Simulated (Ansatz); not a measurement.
Reaction (formal loss of a carbene): `[NH2][GeH]([OH])[CH2]F` → `[CH2]` (triplet) + `[NH2][GeH]([OH])[F]`

Calculated with Ansatz (gas phase, PBE0-D4/def2-TZVP geometries, no zero-point term in ΔE). CCSD(T)/CBS adds triple-zeta CCSD(T) − MP2 to the extrapolated MP2 energy (def2 sets, frozen cores). This one scheme is used for every species. DFT in def2-TZVPP. B3LYP here is the variant with VWN-RPA as its local correlation; programs differ in this. HSE06 is defined as in plane-wave codes. Triplets are unrestricted, without spin–orbit coupling. For Ge outer-core shells are correlated without core-valence functions, which leaves a few kJ/mol of doubt a bond. Scalar relativity is left out up to krypton. One conformer a species, not always the lowest.

| level | ΔE (kcal/mol) | difference from CCSD(T)/CBS |
| --- | --- | --- |
| PBE-D4 | 69.1 | 4.0 |
| revPBE-D4 | 65.8 | 0.7 |
| BLYP-D4 | 65.7 | 0.6 |
| r2SCAN-D4 | 59.8 | -5.3 |
| B97M-V | 64.2 | -0.9 |
| PBE0-D4 | 65.8 | 0.7 |
| B3LYP-D4 | 64.7 | -0.4 |
| r2SCAN0-D4 | 58.3 | -6.8 |
| HSE06-D4 | 65.9 | 0.8 |
| BHLYP-D4 | 60.4 | -4.7 |
| CAM-B3LYP-D4 | 65.0 | -0.1 |
| ωB97X-V | 68.3 | 3.2 |
| ωB97M-V | 66.4 | 1.3 |
| B2PLYP | 62.5 | -2.6 |
| PBE-QIDH | 63.2 | -1.9 |
| PBE | 67.6 | 2.5 |
| revPBE | 61.7 | -3.4 |
| BLYP | 62.6 | -2.5 |
| r2SCAN | 59.4 | -5.7 |
| PBE0 | 64.5 | -0.6 |
| B3LYP | 62.3 | -2.8 |
| r2SCANh | 58.7 | -6.4 |
| r2SCAN0 | 57.8 | -7.3 |
| HSE06 | 64.7 | -0.4 |
| BHLYP | 58.6 | -6.5 |
| CAM-B3LYP | 63.7 | -1.4 |
| LC-ωPBE | 62.6 | -2.5 |
| RPA@PBE/def2-TZVPP | 62.9 | -2.2 |
| MP2/def2-SVP | 59.0 | -6.1 |
| CCSD(T)/def2-SVP | 59.3 | -5.8 |
| HF/def2-TZVPP | 28.1 | -37.0 |
| MP2/def2-TZVPP | 63.2 | -1.9 |
| SCS-MP2/def2-TZVPP | 64.0 | -1.1 |
| CCSD/def2-TZVPP | 59.5 | -5.6 |
| CCSD(T)/def2-TZVPP | 62.4 | -2.7 |
| HF/def2-QZVPP | 27.6 | -37.5 |
| MP2/def2-QZVPP | 64.6 | -0.5 |
| SCS-MP2/def2-QZVPP | 65.6 | 0.5 |
| HF/CBS(def2) | 27.5 | -37.6 |
| MP2/CBS(def2) | 66.0 | 0.9 |
| CCSD(T)/CBS | 65.1 | 0 |

Largest T1 diagnostic among the species: 0.012.

From PBE to PBE0 (25 % exact exchange), in def2-TZVPP and without D4, ΔE moves by −3.1 kcal/mol. The D4 term adds +2.4 kcal/mol with B3LYP and +1.3 kcal/mol with PBE0; it sums over pairs of atoms, weighted by their polarisabilities, and B3LYP, whose exchange is more repulsive, gets the larger term. In def2-TZVPP, CCSD(T) changes the Hartree–Fock value by +34.3 kcal/mol (the triples alone add +2.8 kcal/mol) and MP2 by +35.2 kcal/mol.
